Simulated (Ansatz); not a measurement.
Reaction (formal exchange of groups at a B–O bond): `BB[O][AlH2]` + `CC(=O)C(C)C` → `BBC(C)=O` + `CC(C)[O][AlH2]`

Program: Ansatz. Geometries: PBE0-D4/def2-TZVP. ΔE: electronic, gas phase. CCSD(T)/CBS is the MP2 limit (def2-TZVPP, def2-QZVPP) plus CCSD(T) − MP2 in def2-TZVPP, frozen cores. One conformer a species, not always the lowest.

```tsv
species	CCSD/CBS(def2) energy (Eh)
`BB[O][AlH2]`	-369.80011
`CC(=O)C(C)C`	-271.41536
`BBC(C)=O`	-204.37748
`CC(C)[O][AlH2]`	-436.76810
```

(1) Work out ΔE.

Largest T1 diagnostic among the species: 0.019.

Answers

(1) ΔE = (-204.37748) + (-436.76810) − (-369.80011) − (-271.41536) = 0.06989 Eh = +43.9 kcal/mol. CCSD(T)/CBS gives +43.1 kcal/mol.

From PBE to PBE0 (25 % exact exchange), in def2-TZVPP and without D4, ΔE moves by +3.9 kcal/mol.
